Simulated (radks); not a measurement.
Spherical quantum dot in the effective-mass picture: electrons in a hard-walled sphere of radius 7.94, all in effective atomic units (hartree* = m*/eps^2 hartree, bohr* = eps/m* bohr), one dielectric constant everywhere. Calculated with a radial shooting solver with Libxc functionals: non-relativistic Kohn-Sham, PBE, spin-polarised, spherical densities. Levels are named by radial order and angular momentum (1s, 1p, 1d, 2s, ...), and open shells are averaged over m. Results are scaled to m* = 0.025 and eps = 15.5, for which hartree* = 2.832 meV and bohr* = 32.81 nm.

N = 13, configuration 1s2 1p6 1d(up 5, down 0). This is the lowest configuration that the search found. Occupied levels:

| level | occupation | eigenvalue (meV) | <r> (nm) |
|---|---|---|---|
| 1s up | 1 | 5.7353 | 183.9 |
| 1s down | 1 | 5.8313 | 181.8 |
| 1p up | 3 | 5.8380 | 187.6 |
| 1p down | 3 | 5.9373 | 186.1 |
| 1d up | 5 | 6.0269 | 191.7 |

Energy (meV): total 40.5749, kinetic 9.1797, external 0, Hartree 38.583, exchange-correlation -7.1883.

Electron density:

| r (nm) | n(r) (e/nm^3) |
|---|---|
| 7.63 | 4.898e-09 |
| 27.1 | 6.821e-09 |
| 46.5 | 1.186e-08 |
| 65.9 | 2.234e-08 |
| 85.4 | 4.229e-08 |
| 105 | 7.734e-08 |
| 124 | 1.326e-07 |
| 144 | 2.081e-07 |
| 163 | 2.897e-07 |
| 183 | 3.426e-07 |
| 202 | 3.202e-07 |
| 221 | 2.032e-07 |
| 241 | 5.983e-08 |
| 260 | 6.147e-11 |
